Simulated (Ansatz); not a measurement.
The same path of C3H8SeSi2 (14 atoms, charge 0, multiplicity 1) was run twice with different band settings. The coordinate that changes most is the dihedral Si5–Si3–C4–H11.

All numbers below come from RHF/def2-SVP in Ansatz.

Relaxed end points:

```xyz
14
Properties=species:S:1:pos:R:3
C -2.896 0.057 0.126
C -1.776 -0.157 -0.245
Si -0.028 -0.463 -0.795
C 0.703 -1.915 0.155
Si 1.186 1.532 -0.397
Se 1.186 2.026 1.860
H -3.894 0.243 0.451
H -0.052 -0.747 -2.250
H 0.741 -1.696 1.223
H 1.719 -2.128 -0.188
H 0.098 -2.812 0.008
H 2.620 1.366 -0.731
H 0.642 2.663 -1.184
H -0.263 2.002 1.995
```

```xyz
14
Properties=species:S:1:pos:R:3
C -2.901 0.015 0.007
C -1.764 -0.182 -0.320
Si 0.009 -0.451 -0.804
C 0.729 -1.904 0.153
Si 1.169 1.559 -0.327
Se 1.095 2.001 1.940
H -3.914 0.186 0.292
H 0.048 -0.712 -2.264
H 1.763 -2.088 -0.148
H 0.152 -2.812 -0.034
H 0.717 -1.702 1.225
H 2.616 1.433 -0.623
H 0.622 2.695 -1.105
H -0.356 1.933 2.035
```

Common settings: spring 5.0 eV/Å²; optimiser quadratic models (default); start path through a guess of the saddle point; force threshold 0.05 eV/Å; end points relaxed.

| run | movable images | climbing image | iteration limit |
| --- | --- | --- | --- |
| 1 | 5 | yes | 60 |
| 2 | 8 | no | 47 |

What does each run give, and how far can it be trusted?

Run 1: converged after 8 iterations, highest image 0.079 eV above the first end. A vibrational analysis at the climbing image gives one clearly imaginary mode, 176i cm⁻¹: a first-order saddle point.
Run 2: converged after 7 iterations, highest image 0.078 eV above the first end. No image climbed, so the highest image needn't sit at the top of the path.
